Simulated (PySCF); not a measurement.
Compound: C7H9O2P.
SMILES with atom numbers: `[CH:1]#[C:2][P:3]([CH2:4][CH:5]=[CH2:6])[C:7](=[O:8])[O:9][CH3:10]` (hydrogens: H11 on C1; H12, H13 on C4; H14 on C5; H15, H16 on C6; H17, H18, H19 on C10)

Structure used (PBE0-D3(BJ)/def2-SVP), in Å, numbered top down from 1:
```
atom  x, y, z in Å
C1     0.093    0.193    2.915
C2    -0.004    0.421    1.725
P3    -0.240    0.888    0.037
C4    -1.309   -0.506   -0.591
C5    -2.658   -0.494    0.049
C6    -3.795   -0.171   -0.569
C7     1.386    0.297   -0.680
O8     1.469   -0.387   -1.665
O9     2.425    0.805   -0.024
C10    3.708    0.465   -0.531
H11    0.187   -0.015    3.966
H12   -0.785   -1.459   -0.419
H13   -1.376   -0.351   -1.679
H14   -2.684   -0.761    1.113
H15   -4.752   -0.176   -0.040
H16   -3.812    0.107   -1.628
H17    3.855   -0.625   -0.515
H18    3.824    0.818   -1.566
H19    4.435    0.956    0.125
```

Level: PBE0/pcSseg-1 in PySCF, non-relativistic, on one gas-phase PBE0-D3(BJ)/def2-SVP geometry that isn't relaxed in the solvent. The solvent is an IEF-PCM continuum (Bondi radii, 1.10 Å for H, scaled by 1.2). Only the electrostatic response of the medium enters.

Gas phase at PBE0/pcSseg-1: HOMO -6.91 eV, LUMO -0.35 eV, dipole 1.64 D.

**Question.** What does the continuum do to the energy, the frontier levels and the dipole at PBE0/pcSseg-1 in cyclohexane and methanol?

**Answer.** 
| solvent | ε | E(solvent) − E(gas) (kcal/mol) | polarisation term (kcal/mol) | distortion of the solute (kcal/mol) | HOMO (eV) | LUMO (eV) | dipole (D) |
| --- | --- | --- | --- | --- | --- | --- | --- |
| cyclohexane | 2.017 | -2.99 | -3.11 | 0.12 | -6.95 | -0.38 | 1.78 |
| methanol | 32.61 | -7.47 | -8.23 | 0.76 | -7.06 | -0.47 | 1.97 |

The polarisation term is half the interaction of the solute with the surface charges that it induces; the rest is the cost of distorting the solute's density. The sum is the electrostatic part of solvation alone. From cyclohexane to methanol the lowering changes by a factor 2.50, Onsager's factor (ε − 1)/(2ε + 1) by 2.36 and ε itself by 16.2.

**Question.** Which radius a makes the point-dipole formula ΔE = −[(ε − 1)/(2ε + 1)]·μ²/a³ give the value in methanol, with the gas-phase dipole?

**Answer.** μ = 0.647 au and |ΔE| = 0.01191 Eh give a = 1.35 Å; the farthest nucleus lies 4.75 Å from the centroid of the nuclei, so such a sphere wouldn't even hold the nuclei. The formula assumes a rigid point dipole at the centre of a sphere.

**Question.** Give the dipole vector in the frame of the coordinates (D, pointing from negative to positive charge), gas and methanol.

**Answer.** Gas (1.05, -0.37, 1.21), solvent (1.20, -0.52, 1.48). Its length changes by +20 % and its direction by 3°.

**Question.** Which ESP-fitted charges (PBE0/pcSseg-1) respond most in cyclohexane (means over atoms taken as equivalent)?

**Answer.** 
| atoms | environment | gas (e) | solvent (e) | change |
| --- | --- | --- | --- | --- |
| C7 | carbonyl carbon | +0.770 | +0.798 | +0.028 |
| C4 | sp3 carbon bound to phosphorus | +0.120 | +0.143 | +0.023 |
| O8 | carbonyl oxygen | -0.519 | -0.542 | -0.023 |
| P3 | phosphine phosphorus | -0.247 | -0.264 | -0.017 |
| O9 | oxygen singly bound to a carbonyl carbon | -0.340 | -0.356 | -0.016 |
| C5 | alkene CH carbon | -0.090 | -0.101 | -0.011 |

**Question.** Which Mayer bond orders change most in cyclohexane?

**Answer.** 
```json
{"bond": "C1–C2", "length (Å)": "1.216", "gas": "2.609", "solvent": "2.595", "change": "-0.014"}
{"bond": "C7–O8", "length (Å)": "1.202", "gas": "1.880", "solvent": "1.871", "change": "-0.009"}
{"bond": "C7–O9", "length (Å)": "1.329", "gas": "1.107", "solvent": "1.113", "change": "+0.006"}
{"bond": "O9–C10", "length (Å)": "1.421", "gas": "0.860", "solvent": "0.854", "change": "-0.006"}
{"bond": "C1–H11", "length (Å)": "1.075", "gas": "1.100", "solvent": "1.104", "change": "+0.004"}
{"bond": "P3–C4", "length (Å)": "1.866", "gas": "0.981", "solvent": "0.984", "change": "+0.003"}
{"bond": "P3–C7", "length (Å)": "1.873", "gas": "0.830", "solvent": "0.832", "change": "+0.002"}
{"bond": "C4–H13", "length (Å)": "1.101", "gas": "0.934", "solvent": "0.932", "change": "-0.002"}
```

**Question.** How do the nuclear quadrupole coupling constants eQVzz/h respond in cyclohexane?

**Answer.** 
| nucleus | Q (barn) | gas (MHz) | solvent (MHz) | η gas | η solvent |
| --- | --- | --- | --- | --- | --- |
| 17O at O8 | -0.0256 | 8.98 | 8.94 | 0.19 | 0.17 |
| 17O at O9 | -0.0256 | -10.44 | -10.32 | 0.36 | 0.36 |
